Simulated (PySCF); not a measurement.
## Mayer bond orders and bond lengths

C₅H₈S₂Si.
Atom-mapped SMILES: `[SiH3:1][S:2][CH2:3][c:4]1[cH:5][cH:6][cH:7][s:8]1` (hydrogens: H9, H10, H11 on Si1; H12, H13 on C3; H14 on C5; H15 on C6; H16 on C7)

Structure used (GFN2-xTB), in Å, numbered top down from 1:
```xyz
16
C5H8S2Si angstrom
Si    -2.5287    0.5920    0.5521
S     -2.0207   -1.0991   -0.6662
C     -0.4819   -1.6954    0.1628
C      0.5653   -0.6555    0.2091
C      1.3053   -0.1566   -0.8191
C      2.1920    0.8668   -0.4180
C      2.1132    1.1361    0.9089
S      0.9520    0.1448    1.7007
H     -1.6083    1.6854    0.2601
H     -2.4197    0.1682    1.9429
H     -3.8888    0.8848    0.1409
H     -0.1687   -2.5487   -0.4387
H     -0.7577   -2.0321    1.1612
H      1.2139   -0.5098   -1.8306
H      2.8587    1.3747   -1.0914
H      2.6665    1.8535    1.4813
```

Bond orders from the PBE0/pcSseg-1 density (PySCF). One conformer (not necessarily the lowest) at the GFN2-xTB geometry, without solvent, vibrations or thermal averaging.

Problem. How far do the computed orders between heavy atoms stray from the drawn ones?

Solution. The largest departure is 0.342, at C7–S8 (drawn aromatic, 1.158), counting aromatic bonds as 1.5. The bonds drawn aromatic range from 1.16 to 1.58.

Problem. Set the Mayer orders of the bonds beside their lengths.

Solution. 
```tsv
bond	drawn as	length (Å)	Mayer order
Si1–S2	single	2.145	0.948
S2–C3	single	1.847	1.003
C3–C4	single	1.477	1.029
C4–C5	aromatic	1.362	1.535
C5–C6	aromatic	1.412	1.279
C6–C7	aromatic	1.356	1.581
C7–S8	aromatic	1.720	1.158
S8–C4	aromatic	1.736	1.162
Si1–H9	single	1.459	0.918
Si1–H10	single	1.458	0.921
Si1–H11	single	1.451	0.944
C3–H12	single	1.090	0.936
C3–H13	single	1.089	0.926
C5–H14	single	1.075	0.984
C6–H15	single	1.075	0.972
C7–H16	single	1.072	0.959
```

Bonds between the same two heavy elements. C–S: lowest S2–C3 (1.003, 1.847 Å), highest S8–C4 (1.162, 1.736 Å). C–C: lowest C3–C4 (1.029, 1.477 Å), highest C6–C7 (1.581, 1.356 Å).

Problem. Sum the orders of all bonds at each heavy atom with more than one neighbour and set the sums beside the valence in the SMILES.

Solution. Si1 3.731 (drawn 4), S2 1.951 (drawn 2), C3 3.894 (drawn 4), C4 3.726 (drawn 4), C5 3.798 (drawn 4), C6 3.832 (drawn 4), C7 3.698 (drawn 4), S8 2.320 (drawn 2). Orders between atoms that aren't bonded are not in these sums.

The Mayer order sums products of elements of PS (density times overlap matrix) between the two atoms' basis functions, so it depends on the basis set.

These values come from a run that also computed NMR shieldings. The run took 42 s of wall time (with the writing of density and orbital grids) on Arm Neoverse V1, one thread, shared host, and the process peaked at 0.88 GiB of memory.
